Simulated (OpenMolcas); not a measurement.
## Ionisation energies of oxygen

```
Program             : OpenMolcas
Basis               : ANO-RCC-VDZP [3s2p1d]
Scalar Hamiltonian  : DKH2, point nucleus
Spin-orbit coupling : RASSI with atomic mean-field integrals over the reference wave functions, term energies averaged over their components
```

Active shells in each charge state: the valence s, p shells, with orbitals averaged over the low states. Where CASPT2's correlated closed shells are named, they are those of the first ion.

A. CASSCF
B. SS-CASPT2, IPEA 0.25 Eh, imaginary shift 0.1 Eh (closed shells correlated: 1s)
C. SS-CASPT2, IPEA 0 Eh, imaginary shift 0.1 Eh (closed shells correlated: 1s)

Energies in eV between the lowest computed levels (charge -1 gives the electron affinity), named as in B; reference values from the NIST Atomic Spectra Database with their kind.

| From | To | A | B | C | Spin-orbit share in B | Reference |
| --- | --- | --- | --- | --- | --- | --- |
| O- 2s² 2p⁵ ²P°_3/2 | O 2s² 2p⁴ ³P₂ | -0.630 | 0.877 | 0.829 | -0.002 |  |
| O 2s² 2p⁴ ³P₂ | O+ 2s² 2p³ ⁴S°_3/2 | 11.896 | 12.924 | 12.908 | +0.009 | 13.618 (measured) |
| O+ 2s² 2p³ ⁴S°_3/2 | O2+ 2s² 2p² ³P₀ | 34.148 | 34.927 | 34.990 | -0.025 | 35.121 (measured) |
| O2+ 2s² 2p² ³P₀ | O3+ 2s² 2p ²P°_1/2 | 54.195 | 54.836 | 54.889 | -0.002 | 54.936 (semi-empirical) |
| O3+ 2s² 2p ²P°_1/2 | O4+ 2s² ¹S₀ | 75.955 | 76.562 | 76.608 | +0.026 | 77.413 (measured) |
| O4+ 2s² ¹S₀ | O5+ 2s ²S_1/2 | 113.608 | 113.620 | 113.621 | +0.000 | 113.899 (measured) |
| O5+ 2s ²S_1/2 | O6+ 1s² ¹S₀ | 137.550 | 137.554 | 137.554 | +0.000 | 138.119 (semi-empirical) |

Error against the reference values, in %:

```csv
From,Reference,A,B,C
O,measured,-12.6,-5.1,-5.2
O+,measured,-2.8,-0.6,-0.4
O2+,semi-empirical,-1.3,-0.2,-0.1
O3+,measured,-1.9,-1.1,-1.0
O4+,measured,-0.3,-0.2,-0.2
O5+,semi-empirical,-0.4,-0.4,-0.4
```

Mean absolute error over the 4 measured values: A 1.11 eV, B 0.50 eV, C 0.48 eV.

No diffuse functions were added, so the electron affinity comes out too small, and without dynamic correlation a bound anion can come out unbound.

° marks odd parity.
